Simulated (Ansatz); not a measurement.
Cartesian coordinates (Å):
```xyz
7

C     -0.6352     0.0142    -0.0163
O      0.8396     0.0868     0.2367
H     -0.9758     1.0447     0.0213
H     -0.7990    -0.4546    -0.9833
H     -1.0321    -0.5658     0.8116
H      1.2761    -0.7800     0.3171
H      1.3263     0.6548    -0.3870
```
Charge +1, spin multiplicity 1.

Method: Ansatz (a first-principles code) with frozen-core CCSD(T)/cc-pVTZ // PBE0-D3(BJ)/def2-TZVP.

| Quantity | Result |
|---|---|
| HF energy | -115.39730 Ha |
| MP2 correlation energy | -0.42035 Ha |

Problem. Estimate the CCSD correlation energy, the (T) correction, the total energy and the T1 diagnostic.

Solution. 
```json
{
 "CCSD correlation energy": "-0.44238 Ha",
 "(T) correction": "-0.01363 Ha",
 "CCSD(T) total energy": "-115.85332 Ha",
 "T1 diagnostic": "0.008"
}
```
